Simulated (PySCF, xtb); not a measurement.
C3H6O2Si, SMILES [C@H]1([SiH2]O)OC=C1. One conformer was computed; it need not be the lowest.

Harmonic wavenumbers (cm⁻¹) from GFN2-xTB (xtb) at its own minimum, in rising order: 54, 140, 164, 257, 306, 477, 513, 591, 697, 731, 753, 764, 807, 811, 913, 919, 969, 987, 1043, 1106, 1158, 1217, 1230, 1627, 2278, 2334, 2963, 3135, 3199, 3643.

### Question
What does B3LYP-D3(BJ)/def2-SVP (PySCF) give at its own minimum? (An estimate is asked for; the answer gives what the named calculation found.)

### Answer
59, 144, 177, 278, 328, 483, 568, 702, 715, 801, 842, 868, 875, 903, 912, 940, 961, 968, 1053, 1137, 1171, 1221, 1298, 1617, 2227, 2254, 3077, 3219, 3285, 3860. Paired by order, the mean absolute difference is 50 cm⁻¹ and the zero-point energies are 51.2 and 52.8 kcal/mol.
